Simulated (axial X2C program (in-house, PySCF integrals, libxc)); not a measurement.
**Levels of CBr by electron attachment to CBr⁺ (EOM-EA-CCSD)**

Computed with an axial X2C code built on PySCF integrals: two-component X2C with atomic mean-field Coulomb and Gaunt terms, Gaussian nuclei, basis Br dyall-acv3z, C dyall-av3z with contracted cores.

R = 1.740 Å (0.960 times 1.813 Å, the PBE0 minimum at charge 0 for the lowest determinant).

Levels of CBr obtained by attaching an electron to CBr⁺:

| Ω | binding energy (eV) | above lowest (cm⁻¹) | attached spinor | one-particle weight |
| --- | --- | --- | --- | --- |
| 1/2 | 8.526 | 0 | 66% C pπ, 15% Br dπ, 11% Br pπ | 0.93 |
| 3/2 | 8.472 | 439 | 64% C pπ, 15% Br dπ, 13% Br pπ | 0.93 |
| 1/2 | 4.106 | 35649 | 36% Br pσ, 33% Br dσ, 15% C pσ | 0.96 |
| 1/2 | 3.349 | 41759 | 39% C sσ, 35% Br sσ, 11% C pσ | 0.91 |
| 1/2 | 2.259 | 50547 | 56% C pπ, 43% Br pπ | 0.99 |
| 3/2 | 2.247 | 50645 | 57% C pπ, 42% Br pπ | 0.99 |

Task: What is the splitting of the first π pair in the table, and is it regular or inverted?

Result: E(3/2) − E(1/2) = 439 − 0 = 439 cm⁻¹ at EOM-EA-CCSD: regular, Ω = 1/2 lower. Splittings at this level can be off by ten to twenty per cent.

This point took 11 s on 1 thread of Intel(R) Xeon(R) 6975P-C (Granite Rapids) (shared host).

Reference electrons by ω block (each with its −ω partner): 1/2: 14, 3/2: 5, 5/2: 1. 10 electrons of CBr⁺ correlated (inner shells frozen), 92 natural virtual spinors (a truncated set); levels can be off by some tenths of an eV. Roots sought by Ω: (1/2: 5, 3/2: 4, 5/2: 2, 7/2: 1); the list ends where they run out and leaves out roots under 60 % one-particle weight. The solver can skip a root, and states that need a further excitation, which the method places far too high, are missing though they may lie low or lowest. T1 of the reference 0.038 (Lee–Taylor). The reference was not checked to be the lowest state of its species. Number of frozen shells: Br 3 s, 2 p, 1 d; C 1 s. Large amplitudes in the reference (orbital relaxation or multireference character) lower the reliability.
